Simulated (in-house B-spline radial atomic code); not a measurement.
# One electron outside the [Kr] 4d10 5s2 5p6 core: the barium ion Ba⁺

Computed with an all-electron radial atomic-structure program (B-spline basis), no-pair Dirac-Coulomb Hamiltonian, finite nucleus. Rungs: frozen-core Dirac-Hartree-Fock (DHF); Brueckner orbitals from the second-order correlation potential; the same with the Coulomb interaction screened by the core and the hole-particle interaction summed; Breit and QED terms from differences of relaxed Dirac-Fock atoms, where computed. Partial waves beyond l = 6 are extrapolated. The tables show a selection of states; those near core-excited levels, with erratic corrections or far from their DHF start are never shown.

The lowest nd levels tend to come out too strongly bound in this method, by some 0.05 to 0.2 eV for each d electron where measurements exist, which shifts their lines and rates.

Command:
```bash
python run_mb.py task.json out
```
Settings (nuclear radius in fm, box in bohr, cutoff in hartree):
```
basis_form          2
Z                   56
core_configuration  [Kr] 4d10 5s2 5p6
rms_radius          4.8378
mass_number         138
speed_of_light      137.036
box_radius          88.125
lmax                6
intervals           70
virtual_cutoff      6272.0
```

Time taken, with all properties: 3.2 min on 1 thread of Arm Neoverse V2, on a shared host.

Removal energies (cm⁻¹):

```json
{"state": "6s1/2", "DHF": "75340", "second order": "82459", "screened": "80952", "Breit + QED": "-53.7", "final": "80898", "measured": "80686"}
{"state": "5d3/2", "DHF": "68139", "second order": "77879", "screened": "76918", "Breit + QED": "65.4", "final": "76983", "measured": "75812"}
{"state": "5d5/2", "DHF": "67665", "second order": "76915", "screened": "76070", "Breit + QED": "82.4", "final": "76152", "measured": "75011"}
{"state": "6p1/2", "DHF": "57266", "second order": "61266", "screened": "60569", "Breit + QED": "-26.7", "final": "60543", "measured": "60425"}
{"state": "6p3/2", "DHF": "55873", "second order": "59467", "screened": "58843", "Breit + QED": "-11.2", "final": "58832", "measured": "58734"}
{"state": "7s1/2", "DHF": "36852", "second order": "38775", "screened": "38368", "Breit + QED": "-18", "final": "38350", "measured": "38331"}
{"state": "6d3/2", "DHF": "33266", "second order": "?", "screened": "?", "Breit + QED": "?", "final": "?", "measured": "?"}
{"state": "6d5/2", "DHF": "33093", "second order": "?", "screened": "?", "Breit + QED": "?", "final": "?", "measured": "?"}
{"state": "7p1/2", "DHF": "30240", "second order": "31558", "screened": "31330", "Breit + QED": "-10.5", "final": "31319", "measured": "31296"}
{"state": "7p3/2", "DHF": "29699", "second order": "30910", "screened": "30701", "Breit + QED": "-4.53", "final": "30696", "measured": "30675"}
```

(1) What does correlation do to 6d3/2?

(2) What does correlation do to 6d5/2?

(3) How much does each rung gain against experiment?

Electric-dipole lines from 6s1/2 (reduced matrix elements in atomic units, length form, static core polarisation, sign of DHF taken positive):

```tsv
upper	DHF	+ core polarisation	+ Brueckner	λ (nm)	A (s⁻¹)
6p1/2	3.891	3.528	3.32	491.27	9.42e+07
6p3/2	5.478	4.982	4.686	453.18	1.2e+08
7p1/2	0.06536	-0.08445	-0.0974	201.7	1.17e+06
7p3/2	0.261	0.04776	0.03875	199.2	9.62e+04
```

Magnetic hyperfine constants per unit nuclear g factor (MHz, nucleus as a uniformly magnetised ball; they apply to isotopes with nuclear spin):

```
state    DHF  + core polarisation  + Brueckner
6s1/2   4662                 5534         6608
6p1/2  789.2                949.6         1195
6p3/2  115.2                189.1        233.6
7s1/2   1532                 1808         1963
7p1/2    309                367.5        428.8
7p3/2  45.62                73.65           85
```

(4) What is the static scalar polarisability of 6s1/2?

Answers

(1) It adds 1757 cm⁻¹ to the removal energy in second order and 1542 cm⁻¹ with screening; Breit and QED add 9.24 cm⁻¹, for a final 34817 cm⁻¹ (measured 34737).

(2) It adds 1710 cm⁻¹ to the removal energy in second order and 1503 cm⁻¹ with screening; Breit and QED add 13.6 cm⁻¹, for a final 34610 cm⁻¹ (measured 34531).

(3) Mean relative error over all 12 computed levels with a measured value, shown above or not (NIST Handbook of Basic Atomic Spectroscopic Data (Sansonetti and Martin, J. Phys. Chem. Ref. Data 34, 1559 (2005))): DHF 6.73 %, second order 2.55 %, screened, with Breit and QED where computed, 0.63 %.

(4) 122.3 bohr³: 10.61 from the core and 111.7 from the valence electron, Pauli blocking included.
